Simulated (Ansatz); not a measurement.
F4Nb (SMILES [F][Nb]([F])([F])[F]), doublet, geometry from GFN2-xTB (such geometries of metal compounds can be far from the true shape) (the multiplicity is a formal guess) (core potentials on Nb); Ansatz (an electronic-structure program) with BLYP-D3BJ/def2-SV(P).

Input for Ansatz:
Ansatz 0.2 input:
```yaml
crystal:
  periodic: [false, false, false]
  atoms:
    - {symbol: Nb, position_ang: [-0.00000000, 0.00000000, 0.00000000]}
    - {symbol: F, position_ang: [0.59426805, 1.13329071, -1.25215327]}
    - {symbol: F, position_ang: [0.16504548, -1.22016295, 1.29975095]}
    - {symbol: F, position_ang: [-0.45126698, -1.23513494, -1.21498558]}
    - {symbol: F, position_ang: [-0.30804655, 1.32200718, 1.16738790]}
basis:
  gaussian:
    orbitals: def2-SV_P_.json
hamiltonian:
  xc: blyp
  dispersion: d3bj
magnetization: {spin_polarized: true, initial_magnetization: 1}
```
The basis file holds def2-SV(P) in the JSON format of the Basis Set Exchange.

Problem. What does Ansatz print? Leave out banner, timings and long lists.

Solution. 
```
Functional definition: BLYP
856 factors; their error is unknown
mean field evaluation 1: about -12405.7838 eV, gradient 4.9e1 eV
mean field evaluation 2: about -12319.9072 eV, gradient 1.7e2 eV
mean field evaluation 4: about -12412.9481 eV, gradient 5.8e0 eV
mean field evaluation 8: about -12413.0651 eV, gradient 8.6e-2 eV
mean field evaluation 16: about -12413.0651 eV, gradient 1.7e-5 eV
mean field -12413.06509614 eV, -456.1717284053 hartree, gradient 1.7e-5 eV, S^2 0.750990; 0 other end points of the search recorded, 0 dependent functions left out
reference -12413.06546905 eV, -456.1717421095 hartree; 25, 24 occupied and 55, 56 virtual orbitals, 856 factors
Total energy: -12413.23118063 eV, -456.1778318977 hartree
```
